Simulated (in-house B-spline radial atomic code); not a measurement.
Computed with a B-spline radial atomic code. Model: two electrons, singlet ground state, non-relativistic, full CI in B-splines with partial waves to l = 8 (at full coupling up to 3e-4 hartree above the limit, correlation up to 0.6 % small), density held at that of full coupling by Lieb maximisation.

Along the adiabatic connection the electron repulsion is scaled by a coupling λ while a local potential keeps the density fixed. At λ = 0 the system is the Kohn-Sham one and W equals the exchange energy; the exchange-correlation energy is the area under W between 0 and 1. The kinetic energy rises with λ as the electrons avoid each other, with dT/dλ = −λ dW/dλ.

Command:
```bash
python run_ac.py task.json out
```
Settings (lengths in bohr, energies in hartree):
```
potential              coulomb
strength               4
lmax                   8
wall_radius            1
```

Run time, properties included: 1.8 s on 1 thread of Intel(R) Xeon(R) Processor @ 2.30GHz, on a shared host.

**W = mean repulsion less Hartree energy, and W of three functionals.**

Given: confinement point charge; nuclear charge 4; hard wall radius 1 bohr; external potential -Z/r.

Computed: LDA exchange minus exact 377.73 millihartree; SCAN exchange minus exact 7.6585 millihartree.

| coupling | W xc (hartree) | W xc minus exchange (millihartree) | kinetic minus Kohn-Sham (millihartree) | LDA (PW92) W minus its exchange (millihartree) | PBE W minus its exchange (millihartree) | SCAN W minus its exchange (millihartree) |
| --- | --- | --- | --- | --- | --- | --- |
| 0 | -2.6044 | 0 | 0 | 0 | 0 | 0 |
| 0.02 | ? | ? | ? | ? | ? | ? |
| 0.05 | -2.609 | -4.612 | 0.1 | -29.98 | -5.28 | -4.66 |
| 0.12 | -2.6154 | -10.998 | 0.7 | -59.47 | -12.72 | -11.04 |
| 0.25 | -2.6271 | -22.648 | 2.8 | -102.88 | -26.48 | -22.56 |
| 0.4 | -2.6402 | -35.762 | 7.1 | -143.96 | -42.13 | -35.39 |
| 0.6 | -2.6571 | -52.722 | 15.5 | -190.28 | -62.49 | -51.85 |
| 0.8 | -2.6735 | -69.106 | 27 | -230.37 | -82.2 | -67.66 |
| 1 | -2.6894 | -84.943 | 41.2 | -266.09 | -101.26 | -82.88 |
| 1.4 | ? | ? | ? | ? | ? | ? |
| 2 | -2.7612 | -156.78 | 148 | -405.64 | -187.29 | -151.53 |
| 3 | -2.8227 | -218.26 | 301 | -508.41 | -260.28 | -210.3 |
| 4.5 | -2.8998 | -295.42 | 588.3 | -625.93 | -351.35 | -284.66 |
| 7 | -2.9995 | -395.05 | 1154.9 | -767.49 | -469.19 | -382.39 |
| 10 | -3.0873 | -482.87 | 1894.5 | -888.13 | -574.74 | -470.65 |

Problem. What belongs in the row 0.02?

Solution. W xc (hartree): -2.6063; W xc minus exchange (millihartree): -1.85; kinetic minus Kohn-Sham (millihartree): 0; LDA (PW92) W minus its exchange (millihartree): -14.22; PBE W minus its exchange (millihartree): -2.1; SCAN W minus its exchange (millihartree): -1.88.

Problem. What belongs in the row 1.4?

Solution. W xc (hartree): -2.7195; W xc minus exchange (millihartree): -115.08; kinetic minus Kohn-Sham (millihartree): 77.3; LDA (PW92) W minus its exchange (millihartree): -328.23; PBE W minus its exchange (millihartree): -137.45; SCAN W minus its exchange (millihartree): -111.72.

Problem. What is the PBE exchange minus exact?

Solution. 78.517 millihartree.

**Energy parts, natural occupations and partial-wave weights.**

Computed: exchange energy -2.6044 hartree; correlation energy -0.043704 hartree; kinetic part of the DFT correlation energy 0.04124 hartree; initial slope twice GL2 -0.092638 hartree; kinetic part over minus potential part 0.4855; Hartree energy 5.2088 hartree; Kohn-Sham kinetic 17.134 hartree.

| natural | occupation of the shell (electrons) |
| --- | --- |
| s | 1.9974 |
| p | 0.001846 |
| s | ? |
| d | 9.5269e-05 |
| p | 4.5954e-05 |
| f | 1.2889e-05 |

Problem. What belongs in the row s?

Solution. occupation of the shell (electrons): 0.00056842.

```json
{"wave": "s", "weight": "0.99899"}
{"wave": "p", "weight": "0.00094766"}
{"wave": "d", "weight": "?"}
{"wave": "f", "weight": "7.4841e-06"}
{"wave": "g", "weight": "1.7703e-06"}
```

Problem. What belongs in the row d?

Solution. weight: 5.1931e-05.

Problem. What is the total energy?

Solution. -12.8391 hartree.

Problem. What is the Lieb Oxford ratio E_xc over LDA exchange?

Solution. 1.1893.

Half-way to full coupling W has made 52 % of its drop, against 50 % for a straight line, and second-order (GL2) theory, half the initial slope, overshoots the correlation energy by about 6 %: correlation is weak here. Over couplings 0 to 1 the errors in E_xc come to about +263 millihartree for LDA, +70 millihartree for PBE, +8.4 millihartree for SCAN, so SCAN is nearest. In LDA and PBE the errors of exchange and correlation have opposite signs, so the sum is smaller than the larger of the two.
